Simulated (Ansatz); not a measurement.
Reaction (redistribution): `[F][Nb]([F])([F])([Cl])[Cl]` + `[F][Ga]([Cl])[Cl]` → `[F][Nb]([F])([Cl])([Cl])[Cl]` + `[F][Ga]([F])[Cl]`

Program: Ansatz. Geometries: PBE0-D4/def2-TZVP. ΔE: electronic, gas phase. CBS: MP2 limit from def2 TZ/QZ plus the TZ coupled-cluster correction, frozen cores. DFT in def2-TZVPP. B3LYP here is the variant with VWN-RPA as its local correlation; programs differ in this. Elements past krypton have def2 core potentials. For Ga, Nb outer-core shells are correlated without core-valence functions, which leaves a few kJ/mol of doubt a bond. Scalar relativity is left out up to krypton.

| level | ΔE (kJ/mol) | difference from CCSD(T)/CBS |
| --- | --- | --- |
| PBE-D4 | 61.0 | 2.2 |
| revPBE-D4 | 60.2 | 1.4 |
| r2SCAN-D4 | 63.1 | 4.3 |
| B97M-V | 63.2 | 4.4 |
| r2SCANh-D4 | 63.5 | 4.7 |
| ωB97X-V | 69.9 | 11.1 |
| ωB97M-V | 67.8 | 9.0 |
| PBE | 61.9 | 3.1 |
| BLYP | 61.7 | 2.9 |
| B3LYP | 63.6 | 4.8 |
| r2SCAN0 | 64.4 | 5.6 |
| HF/def2-SVP | 73.3 | 14.5 |
| CCSD(T)/def2-SVP | 63.7 | 4.9 |
| HF/def2-TZVPP | 72.1 | 13.3 |
| SCS-MP2/def2-QZVPP | 52.8 | -6.0 |
| HF/CBS(def2) | 68.5 | 9.7 |
| CCSD(T)/CBS | 58.8 | 0 |

Largest T1 diagnostic among the species: 0.021, so the coupled-cluster value is less sure than usual.

From BLYP to BHLYP (50 % exact exchange), in def2-TZVPP and without D4, ΔE moves by +4.8 kJ/mol. Leaving LDA and LC-ωPBE aside and taking each functional with its dispersion term where it has one, the values, not all of them listed here, spread over 11.5 kJ/mol, from B2PLYP to ωB97X-V. At CCSD(T), def2-SVP lies +4.9 kJ/mol from the extrapolated value and def2-TZVPP −0.5 kJ/mol.
